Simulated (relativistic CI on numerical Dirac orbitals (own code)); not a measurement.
## Hyperfine structure of Te36+, mass number 123

Method of calculation: Dirac-Coulomb-Breit CI, KLI orbitals optimised for each configuration, model QED (radiative potential, 1s self-energy scaled to tabulated hydrogen-like ionisation energies), unscaled Slater integrals (own radial code, finite nucleus).

Configurations in the expansion (outside the closed core [Ne]): 3s²3p⁴, 3s3p⁵, 3s²3p³3d, 3p⁶, 3s3p⁴3d, 3p⁵3d, 3s3p³3d², 3s²3p²3d4p, 3p⁵4s, 3s3p³3d4s, 3p⁵4p, 3s²3p³4s, 3s²3p²3d², 3s²3p3d³, 3s3p²3d³, 3s²3p3d²4s, 3p⁴3d², 3p³3d³, 3p³3d²4s, 3s²3p²3d4s, 3s3p²3d²4s, 3s²3p3d4s². Double excitations out of closed p, d and f shells are left out; levels of such configurations are missing from the list, as are those of other unlisted configurations, and high levels can miss mixing partners.

Nuclear spin I = 1/2, μ = -0.7358 μN (tables of Stone and Pyykkö). The electronic factors are computed for point nuclear moments, without core polarisation or the Bohr-Weisskopf and QED corrections.

```json
{"Level": "3s²3p⁴ ³P2", "E (cm⁻¹)": "0", "A (GHz)": "-88.44"}
{"Level": "3s²3p⁴ ³P1", "E (cm⁻¹)": "507308", "A (GHz)": "28.9"}
{"Level": "3s²3p⁴ ¹D2", "E (cm⁻¹)": "562458", "A (GHz)": "-212.2"}
```

Levels with J = 0, under 50 % of one LS term, or S terms without an open s electron are left out. Small factors come from cancelling terms and can be off by tens of per cent or more.

At this charge energies of transitions that change n are usually good to better than 1 %, and those within a shell (Δn = 0) to a few per cent.

Task: Give the hyperfine levels of 3s²3p⁴ ³P2 relative to its centre of gravity.

Result: With K = F(F + 1) − I(I + 1) − J(J + 1), E = AK/2: F = 3/2: 132.7, F = 5/2: -88.44 GHz.

LS names give the leading component of a level, which can be under half, so a name can repeat, a term be missing and a line seem to break the LS rules.
